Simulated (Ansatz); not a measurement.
Relaxation of Si10H18S, a cluster cut from the lattice of silicon (1 of the caps SH) with RKS PBE-D4/def2-SVP.

```sh
$ ansatz run in.yaml --threads 4 --pin off --events-out ev --progress --plain --max-ram 6963MiB
```

```yaml
crystal:
  periodic: [false, false, false]
  atoms:
    - {symbol: Si, position_ang: [-2.068240, 0.819950, 1.870180]}
    - {symbol: Si, position_ang: [-2.058300, 3.539320, -0.837070]}
    - {symbol: Si, position_ang: [0.736030, -2.012190, 1.748190]}
    - {symbol: Si, position_ang: [3.500310, -2.036090, -0.821650]}
    - {symbol: Si, position_ang: [0.718310, 0.757690, -0.940820]}
    - {symbol: Si, position_ang: [-0.588370, -0.468480, 0.586580]}
    - {symbol: Si, position_ang: [-0.633480, 2.236280, -2.137500]}
    - {symbol: Si, position_ang: [-3.374090, 2.260910, 0.592720]}
    - {symbol: Si, position_ang: [2.195490, -0.613870, -2.123710]}
    - {symbol: Si, position_ang: [2.247370, -3.373030, 0.607390]}
    - {symbol: S, position_ang: [-0.615350, -3.331300, 2.847000]}
    - {symbol: H, position_ang: [-2.858000, -0.035940, 2.770860]}
    - {symbol: H, position_ang: [-1.240020, 1.600470, 2.806700]}
    - {symbol: H, position_ang: [-2.871530, 4.466610, -1.637270]}
    - {symbol: H, position_ang: [-1.230950, 4.438500, -0.014600]}
    - {symbol: H, position_ang: [-1.276650, -2.368870, 3.470690]}
    - {symbol: H, position_ang: [1.410290, -1.306550, 2.850140]}
    - {symbol: H, position_ang: [4.416790, -2.852260, -1.628420]}
    - {symbol: H, position_ang: [4.414800, -1.205380, -0.021580]}
    - {symbol: H, position_ang: [1.565180, 1.609400, -0.067430]}
    - {symbol: H, position_ang: [-1.456860, -1.296870, -0.286780]}
    - {symbol: H, position_ang: [-1.456460, 1.408700, -3.035680]}
    - {symbol: H, position_ang: [0.161700, 3.055970, -3.063120]}
    - {symbol: H, position_ang: [-4.303340, 1.440380, -0.201640]}
    - {symbol: H, position_ang: [-4.267690, 3.075690, 1.429110]}
    - {symbol: H, position_ang: [1.359940, -1.435870, -3.015430]}
    - {symbol: H, position_ang: [3.008940, 0.184620, -3.053690]}
    - {symbol: H, position_ang: [1.492490, -4.352530, -0.189070]}
    - {symbol: H, position_ang: [3.071690, -4.205260, 1.495900]}
basis:
  gaussian: {orbitals: def2-SVP}
hamiltonian: {xc: pbe, dispersion: d4}
scf: {lower_state_search: "off"}
output: {orbitals: {seedname: orbitals}}
relax: {f_tol: 0.03, max_steps: 70}
```

Hardware: 4 threads of Arm Neoverse V1 on a shared host. Wall time 71 s.

Positions (Å) and forces (eV/Å) at steps 1, 2, 3, 4, 5, 7, 8, 10 of 10:

```xyz
29
step=1 energy=-89833.5878 eV
Si   -2.068    0.820    1.870    0.470    0.031   -0.115
Si   -2.058    3.539   -0.837    0.206   -0.203    0.252
Si    0.736   -2.012    1.748   -0.641   -0.153    0.578
Si    3.500   -2.036   -0.822   -0.145    0.170    0.191
Si    0.718    0.758   -0.941   -0.070    0.120    0.521
Si   -0.588   -0.468    0.587    0.150   -0.072   -0.482
Si   -0.633    2.236   -2.138   -0.033   -0.342    0.031
Si   -3.374    2.261    0.593    0.205   -0.224   -0.185
Si    2.195   -0.614   -2.124   -0.408   -0.069    0.080
Si    2.247   -3.373    0.607   -0.240    0.344   -0.243
S    -0.615   -3.331    2.847    0.358   -1.139   -0.650
H    -2.858   -0.036    2.771   -0.481   -0.494    0.231
H    -1.240    1.600    2.807    0.395    0.477    0.325
H    -2.872    4.467   -1.637   -0.457    0.262   -0.519
H    -1.231    4.439   -0.015    0.441    0.308    0.454
H    -1.277   -2.369    3.471   -0.459    0.860    0.483
H     1.410   -1.307    2.850    0.596    0.513    0.257
H     4.417   -2.852   -1.628    0.292   -0.458   -0.557
H     4.415   -1.205   -0.022    0.309    0.455    0.477
H     1.565    1.609   -0.067    0.339    0.326    0.278
H    -1.457   -1.297   -0.287   -0.306   -0.344   -0.279
H    -1.456    1.409   -3.036   -0.479   -0.413   -0.342
H     0.162    3.056   -3.063    0.449    0.518   -0.306
H    -4.303    1.440   -0.202   -0.315   -0.438   -0.455
H    -4.268    3.076    1.429   -0.245    0.485    0.493
H     1.360   -1.436   -3.015   -0.405   -0.477   -0.344
H     3.009    0.185   -3.054    0.496    0.443   -0.275
H     1.492   -4.353   -0.189   -0.455   -0.326   -0.447
H     3.072   -4.205    1.496    0.430   -0.158    0.548
29
step=2 energy=-89834.0583 eV
Si   -1.952    0.774    1.901   -0.186   -0.124   -0.346
Si   -1.960    3.506   -0.806   -0.115   -0.155   -0.166
Si    0.631   -2.014    1.893    0.222   -0.075   -0.426
Si    3.461   -1.938   -0.798   -0.240   -0.008   -0.084
Si    0.758    0.834   -0.844   -0.144   -0.374   -0.293
Si   -0.613   -0.568    0.489    0.177    0.203    0.421
Si   -0.613    2.183   -2.215    0.051    0.120    0.339
Si   -3.313    2.155    0.564    0.158    0.075    0.137
Si    2.099   -0.591   -2.172    0.191    0.182    0.278
Si    2.120   -3.291    0.585    0.018    0.132    0.176
S    -0.741   -3.425    2.867    0.342    0.504   -0.042
H    -2.823   -0.132    2.726   -0.048   -0.053    0.128
H    -1.137    1.627    2.829    0.144    0.008    0.016
H    -2.823    4.369   -1.681   -0.100    0.137   -0.017
H    -1.117    4.396    0.058    0.116    0.049    0.067
H    -1.234   -2.362    3.563   -0.253   -0.122    0.164
H     1.502   -1.187    2.833   -0.274   -0.157    0.008
H     4.324   -2.782   -1.690    0.109   -0.127   -0.014
H     4.355   -1.088    0.056    0.043    0.109    0.066
H     1.638    1.705    0.014   -0.011   -0.008    0.053
H    -1.495   -1.432   -0.373   -0.030    0.043   -0.081
H    -1.493    1.352   -3.102   -0.035   -0.132   -0.018
H     0.215    3.086   -3.082    0.108    0.030   -0.095
H    -4.230    1.318   -0.276   -0.046   -0.096   -0.085
H    -4.148    3.030    1.454   -0.128    0.088    0.049
H     1.273   -1.469   -3.064   -0.144   -0.036   -0.019
H     2.998    0.247   -3.036    0.046    0.064   -0.132
H     1.333   -4.257   -0.247   -0.070   -0.106   -0.101
H     2.986   -4.047    1.549    0.099   -0.170    0.017
29
step=3 energy=-89834.1581 eV
Si   -1.982    0.776    1.889   -0.005   -0.012   -0.050
Si   -1.991    3.523   -0.816   -0.003   -0.035   -0.038
Si    0.681   -1.996    1.853   -0.134    0.106    0.185
Si    3.478   -1.956   -0.812   -0.040    0.031   -0.037
Si    0.758    0.807   -0.867   -0.041   -0.016   -0.003
Si   -0.599   -0.543    0.511    0.036    0.012    0.021
Si   -0.614    2.191   -2.191    0.000    0.029    0.062
Si   -3.340    2.182    0.574    0.049    0.008    0.027
Si    2.134   -0.584   -2.179    0.009    0.023    0.032
Si    2.159   -3.321    0.583   -0.041   -0.025    0.083
S    -0.689   -3.355    2.883   -0.150    0.185    0.208
H    -2.841   -0.125    2.745    0.014   -0.002    0.022
H    -1.122    1.614    2.801    0.018   -0.004   -0.003
H    -2.862    4.410   -1.671    0.001    0.023    0.007
H    -1.123    4.401    0.048    0.020    0.007    0.014
H    -1.384   -2.416    3.629    0.334   -0.210   -0.344
H     1.488   -1.186    2.851   -0.046   -0.034   -0.115
H     4.355   -2.822   -1.681    0.029   -0.017    0.025
H     4.362   -1.086    0.042    0.006    0.015    0.016
H     1.630    1.673    0.009    0.005    0.004    0.020
H    -1.484   -1.384   -0.375    0.014   -0.012   -0.024
H    -1.486    1.327   -3.066    0.007   -0.029   -0.006
H     0.229    3.073   -3.077    0.007   -0.006   -0.030
H    -4.245    1.329   -0.274   -0.009   -0.016   -0.021
H    -4.193    3.061    1.454   -0.028   -0.005    0.001
H     1.267   -1.454   -3.052   -0.024    0.000    0.005
H     3.016    0.252   -3.073   -0.007    0.000   -0.016
H     1.365   -4.283   -0.260   -0.026    0.005   -0.018
H     3.033   -4.111    1.524    0.006   -0.024   -0.024
29
step=4 energy=-89834.1873 eV
Si   -1.986    0.761    1.873    0.002    0.011   -0.008
Si   -1.979    3.528   -0.803    0.004    0.003   -0.007
Si    0.685   -1.986    1.856    0.055    0.028   -0.003
Si    3.465   -1.943   -0.790    0.007   -0.009   -0.005
Si    0.754    0.810   -0.857    0.020    0.013    0.018
Si   -0.597   -0.554    0.503   -0.028   -0.017   -0.010
Si   -0.617    2.189   -2.182   -0.008    0.001   -0.002
Si   -3.338    2.168    0.557   -0.004   -0.004    0.008
Si    2.125   -0.581   -2.169    0.005   -0.010   -0.006
Si    2.127   -3.325    0.569   -0.029    0.009    0.003
S    -0.639   -3.332    2.930   -0.063    0.011    0.080
H    -2.836   -0.134    2.742    0.000   -0.006    0.016
H    -1.114    1.596    2.777    0.008   -0.001   -0.007
H    -2.834    4.447   -1.642    0.001    0.006    0.008
H    -1.098    4.378    0.078    0.006   -0.006    0.002
H    -1.295   -2.332    3.594    0.018   -0.051   -0.036
H     1.512   -1.157    2.809    0.008    0.027   -0.012
H     4.381   -2.801   -1.629    0.014    0.010    0.002
H     4.318   -1.064    0.090   -0.008    0.005    0.003
H     1.621    1.671    0.032   -0.005   -0.005    0.005
H    -1.461   -1.411   -0.390    0.004    0.006   -0.019
H    -1.491    1.305   -3.036    0.005   -0.004    0.006
H     0.221    3.051   -3.095   -0.001   -0.005   -0.005
H    -4.217    1.312   -0.319    0.005   -0.003   -0.006
H    -4.225    3.020    1.432   -0.009   -0.002   -0.008
H     1.242   -1.457   -3.022   -0.007    0.007    0.009
H     2.997    0.244   -3.084   -0.002    0.003   -0.010
H     1.296   -4.233   -0.300   -0.003    0.004   -0.009
H     2.984   -4.170    1.477    0.007   -0.021   -0.010
29
step=5 energy=-89834.1828 eV rejected
Si   -1.980    0.745    1.869   -0.001   -0.020   -0.022
Si   -1.972    3.523   -0.794    0.005   -0.032    0.046
Si    0.703   -1.961    1.887   -0.247   -0.103   -0.130
Si    3.469   -1.951   -0.788   -0.071    0.067    0.030
Si    0.772    0.812   -0.834   -0.062   -0.051   -0.069
Si   -0.609   -0.578    0.488    0.128    0.063    0.067
Si   -0.614    2.179   -2.173    0.038   -0.024    0.025
Si   -3.342    2.152    0.556    0.014   -0.010   -0.017
Si    2.133   -0.581   -2.169   -0.027    0.032    0.042
Si    2.093   -3.323    0.562    0.130   -0.019   -0.030
S    -0.628   -3.294    3.010    0.242    0.062   -0.110
H    -2.782   -0.169    2.770   -0.033    0.064   -0.019
H    -1.090    1.590    2.747    0.017   -0.007   -0.002
H    -2.819    4.466   -1.614    0.003   -0.013    0.005
H    -1.077    4.350    0.096   -0.004    0.001    0.008
H    -1.376   -2.291    3.547   -0.046    0.086    0.023
H     1.555   -1.079    2.769   -0.018   -0.024    0.025
H     4.424   -2.775   -1.616   -0.024   -0.027    0.030
H     4.283   -1.050    0.106    0.014   -0.008    0.016
H     1.629    1.675    0.060   -0.019   -0.020    0.014
H    -1.464   -1.419   -0.431    0.039   -0.004    0.032
H    -1.490    1.284   -3.014    0.008   -0.010    0.009
H     0.217    3.031   -3.102   -0.010   -0.004    0.008
H    -4.195    1.288   -0.338   -0.006   -0.003   -0.005
H    -4.256    2.993    1.413    0.006   -0.008   -0.001
H     1.221   -1.447   -2.999   -0.011   -0.007   -0.011
H     2.985    0.241   -3.105    0.000   -0.014    0.012
H     1.254   -4.202   -0.332   -0.034    0.032    0.033
H     2.955   -4.209    1.429   -0.029    0.000   -0.011
29
step=7 energy=-89834.1975 eV
Si   -1.982    0.743    1.858    0.002    0.007    0.026
Si   -1.961    3.522   -0.782   -0.002    0.014    0.020
Si    0.708   -1.960    1.868   -0.023   -0.043   -0.022
Si    3.463   -1.931   -0.773    0.023   -0.001    0.025
Si    0.767    0.812   -0.831   -0.005   -0.004   -0.027
Si   -0.603   -0.578    0.487    0.009   -0.007    0.025
Si   -0.615    2.173   -2.166    0.009   -0.006   -0.019
Si   -3.341    2.140    0.540   -0.027   -0.002   -0.020
Si    2.123   -0.579   -2.162   -0.002   -0.001   -0.007
Si    2.087   -3.326    0.543    0.021   -0.053   -0.023
S    -0.577   -3.276    3.037    0.018    0.086   -0.009
H    -2.808   -0.139    2.767    0.000    0.016   -0.014
H    -1.084    1.588    2.727   -0.006   -0.005   -0.007
H    -2.795    4.479   -1.599    0.008   -0.013    0.010
H    -1.064    4.332    0.122   -0.014   -0.013   -0.006
H    -1.332   -2.255    3.542    0.002   -0.037    0.001
H     1.565   -1.075    2.741    0.001    0.002    0.003
H     4.432   -2.759   -1.584   -0.022    0.013    0.012
H     4.263   -1.034    0.140   -0.014   -0.016   -0.012
H     1.620    1.665    0.076   -0.009   -0.012   -0.002
H    -1.445   -1.434   -0.429    0.012    0.010    0.010
H    -1.494    1.265   -2.990    0.005    0.009    0.011
H     0.207    3.017   -3.110   -0.008   -0.009    0.014
H    -4.181    1.274   -0.367    0.012    0.014    0.009
H    -4.269    2.968    1.397    0.012   -0.009   -0.010
H     1.209   -1.454   -2.984    0.009    0.004    0.006
H     2.974    0.234   -3.107   -0.006   -0.005    0.010
H     1.209   -4.161   -0.358    0.027    0.031    0.027
H     2.923   -4.252    1.396   -0.034    0.031   -0.029
29
step=8 energy=-89834.1987 eV
Si   -1.982    0.746    1.858   -0.011   -0.006    0.015
Si   -1.959    3.520   -0.777   -0.008    0.015    0.019
Si    0.712   -1.959    1.865   -0.014   -0.012   -0.016
Si    3.465   -1.930   -0.769    0.018   -0.002    0.018
Si    0.766    0.809   -0.832   -0.006   -0.008   -0.005
Si   -0.604   -0.578    0.490    0.010   -0.010    0.000
Si   -0.616    2.171   -2.165    0.010   -0.001   -0.009
Si   -3.345    2.137    0.536   -0.011    0.005   -0.022
Si    2.124   -0.582   -2.160   -0.002    0.006   -0.001
Si    2.085   -3.328    0.535    0.007   -0.040   -0.019
S    -0.568   -3.264    3.048    0.014    0.058    0.000
H    -2.813   -0.131    2.767    0.005    0.006   -0.005
H    -1.084    1.592    2.726   -0.007    0.000   -0.007
H    -2.791    4.481   -1.590    0.008   -0.006    0.003
H    -1.064    4.323    0.134   -0.006   -0.008   -0.008
H    -1.328   -2.243    3.544    0.004   -0.028   -0.001
H     1.576   -1.067    2.725    0.002   -0.010    0.007
H     4.437   -2.754   -1.579   -0.014    0.008    0.009
H     4.260   -1.034    0.150   -0.010   -0.011   -0.011
H     1.617    1.657    0.082   -0.001    0.001   -0.010
H    -1.440   -1.434   -0.430   -0.005    0.005    0.013
H    -1.498    1.263   -2.985    0.003    0.007    0.006
H     0.206    3.012   -3.111   -0.007   -0.004    0.008
H    -4.179    1.273   -0.378    0.010    0.002    0.013
H    -4.276    2.961    1.391    0.008   -0.005   -0.007
H     1.211   -1.459   -2.980    0.008    0.000    0.003
H     2.972    0.233   -3.105   -0.002   -0.003    0.005
H     1.203   -4.151   -0.373    0.020    0.021    0.021
H     2.911   -4.264    1.385   -0.023    0.021   -0.019
29
step=10 energy=-89834.2005 eV
Si   -1.988    0.752    1.862   -0.001    0.004   -0.004
Si   -1.955    3.516   -0.768    0.003    0.002   -0.004
Si    0.727   -1.954    1.860    0.013    0.005   -0.001
Si    3.466   -1.930   -0.758   -0.001    0.004   -0.003
Si    0.756    0.800   -0.838   -0.002   -0.009    0.000
Si   -0.607   -0.578    0.500   -0.007    0.006    0.002
Si   -0.619    2.171   -2.166   -0.009    0.003    0.005
Si   -3.351    2.124    0.520    0.002   -0.008    0.004
Si    2.129   -0.585   -2.155    0.004   -0.002    0.000
Si    2.066   -3.337    0.513   -0.003    0.010    0.009
S    -0.528   -3.236    3.089   -0.007    0.005    0.005
H    -2.816   -0.121    2.775   -0.002   -0.003    0.004
H    -1.100    1.615    2.723    0.002   -0.001    0.001
H    -2.772    4.495   -1.574   -0.001    0.002    0.000
H    -1.058    4.299    0.158    0.003    0.003    0.002
H    -1.308   -2.217    3.558    0.005   -0.005    0.000
H     1.620   -1.061    2.690   -0.004   -0.007   -0.001
H     4.448   -2.742   -1.564    0.004   -0.004   -0.003
H     4.244   -1.040    0.178    0.004    0.004    0.004
H     1.608    1.654    0.069    0.000    0.000    0.000
H    -1.456   -1.440   -0.401   -0.001    0.000   -0.004
H    -1.510    1.276   -2.991    0.001   -0.003   -0.003
H     0.207    3.013   -3.107    0.003    0.004   -0.003
H    -4.162    1.248   -0.401   -0.003   -0.003   -0.003
H    -4.301    2.938    1.362   -0.002    0.002    0.000
H     1.235   -1.472   -2.985   -0.002    0.003   -0.001
H     2.978    0.239   -3.091    0.004    0.000   -0.002
H     1.176   -4.127   -0.411   -0.009   -0.005   -0.005
H     2.870   -4.298    1.352    0.005   -0.007    0.001
```
